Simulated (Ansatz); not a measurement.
Input for Ansatz (a program for electronic structure): R-wB97X-V/def2-TZVPP on C2H6OSi (SMILES CO[Si]C), a point of a torsion scan.

Ansatz 0.2 input:
```yaml
crystal:
  periodic: [false, false, false]
  atoms:
    - {symbol: C, position_ang: [1.96331795, -0.50712519, -0.19745724]}
    - {symbol: O, position_ang: [0.87401578, 0.36081424, -0.31339751]}
    - {symbol: Si, position_ang: [-0.09834847, 1.15257541, 0.72514431]}
    - {symbol: C, position_ang: [0.54987235, 0.66042228, 2.47134036]}
    - {symbol: H, position_ang: [2.85630903, 0.04095499, 0.11569827]}
    - {symbol: H, position_ang: [2.14618278, -0.95537419, -1.17564983]}
    - {symbol: H, position_ang: [1.76398688, -1.30027366, 0.52763596]}
    - {symbol: H, position_ang: [1.60561543, 0.91353672, 2.59049197]}
    - {symbol: H, position_ang: [0.45200373, -0.41410734, 2.64138131]}
    - {symbol: H, position_ang: [0.00471500, 1.16172645, 3.26859652]}
basis:
  gaussian:
    orbitals: def2-TZVPP
hamiltonian:
  xc: {name: wB97X-V}
scf: {lower_state_search: off}
```

The head of its log:

```
WARN ansatz: RAYON_NUM_THREADS=1 ignored (pool sized by the plan → 1); use --threads N
Functional definition: wB97X-V
these checks for a lower state are left out or cut short: stability, starts, cluster_reference, orbital_swaps, neighbouring_geometries, increment
integrals: 0.17 GiB planned
1156 factors; their error is unknown
integrals: 0.20 GiB planned
283 factors; integrals over basis functions are off by at most 1.1e-5 eV
mean field: 1.39 GiB planned
mean field evaluation 1: about -12089.6629 eV, gradient 5.5e1 eV
mean field evaluation 2: about -12090.2783 eV, gradient 5.5e1 eV
```

**Question.** What total energy does the run end on?

**Answer.** -444.5050 hartree.
